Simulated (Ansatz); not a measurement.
`O[CH2][In]([F])[F]` + H₂O → `[OH][In]([F])[F]` + CH₃OH at 298.15 K and 1 bar (formal hydrolysis of the In–C bond).

Isolated molecules relaxed with PBE0-D4/def2-TZVP in Ansatz; ΔE leaves out vibrations. CCSD(T)/CBS adds triple-zeta CCSD(T) − MP2 to the extrapolated MP2 energy (def2 sets, frozen cores). This one scheme is used for every species. Elements past krypton have def2 core potentials. For In outer-core shells are correlated without core-valence functions, which leaves a few kJ/mol of doubt a bond. Each species was taken in one conformer, which may not be the lowest.

```
             species  CCSD(T)/CBS energy (Eh)  H − E (kJ/mol)  S (J/(mol·K))
`O[CH2][In]([F])[F]`               -504.47084           140.4          368.6
                 H₂O                -76.37941            66.4          188.7
  `[OH][In]([F])[F]`               -465.24461            61.3          331.8
               CH₃OH               -115.61712           146.3          238.2
```

H − E and S are ideal-gas, rigid-rotor, harmonic terms from PBE0-D4/def2-TZVP, for one conformer and one mirror image of each species. 1 Eh = 2625.50 kJ/mol, R = 8.31446 J/(mol·K).

Q: By hand: ΔE, ΔH, ΔS and ΔG.

A: ΔE = (-465.24461) + (-115.61712) − (-504.47084) − (-76.37941) = -0.01148 Eh = -30.1 kJ/mol. Δ(H − E) = 61.3 + 146.3 − 140.4 − 66.4 = 0.8, so ΔH = -29.3 kJ/mol. ΔS = 331.8 + 238.2 − 368.6 − 188.7 = 12.7 J/(mol·K). ΔG = -29.3 − 298.15 × (12.7)/1000 = -33.1 kJ/mol.

Q: By hand: the equilibrium constant, and the temperature at which ΔG would vanish if ΔH and ΔS stayed fixed.

A: log₁₀ K = −ΔG/(RT ln 10) = 5.8. ΔH and −TΔS have one sign here, so there is no such temperature.

The number of gas molecules stays the same, so ΔS is small and ΔH decides. A doubt of 5 kJ/mol in ΔE shifts log₁₀ K by 0.9 here. Other conformers and mirror images would add mixing entropy, several J/(mol·K) or more a flexible species. Modes under 60 cm⁻¹, often nearly free rotors, make the harmonic entropy too high. These are equilibria of isolated gas molecules and say nothing of rates. Largest T1 diagnostic: 0.018 (customary marks: 0.02 for closed shells, 0.045 for open ones).

ΔS is within the doubt of such terms, so its sign, and with it that verdict, could turn.
